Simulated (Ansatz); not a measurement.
CH5NSiTe (`C=N[SiH2][TeH]`) at its PBE0-D4/def2-TZVP geometry, where that method's forces vanish. The species carries charge 0 and has multiplicity 1. Te: def2 effective core potential.

```xyz
9

C    -0.9863    1.3621   -0.3560
N     0.2552    1.1916   -0.2666
Si    1.0915   -0.3179   -0.0797
Te   -0.3503   -2.3674    0.0132
H    -1.7193    0.5410   -0.3254
H    -1.3942    2.3721   -0.4744
H     1.9631   -0.4984   -1.2646
H     1.8932   -0.2226    1.1617
H    -0.7528   -2.0604    1.5919
```

Task: What forces (eV/Å) does ωB97M-V/def2-TZVPP give on these atoms in Ansatz 0.2.0? (An estimate is asked.)

Result: Ansatz gave: 
```
C1  -0.174  0.036 -0.015
N2   0.020  0.015  0.000
Si3  0.203 -0.101  0.007
Te4  0.024  0.121  0.121
H5   0.079  0.072 -0.001
H6   0.040 -0.103  0.012
H7  -0.109  0.015  0.145
H8  -0.109 -0.030 -0.153
H9   0.026 -0.026 -0.117
```
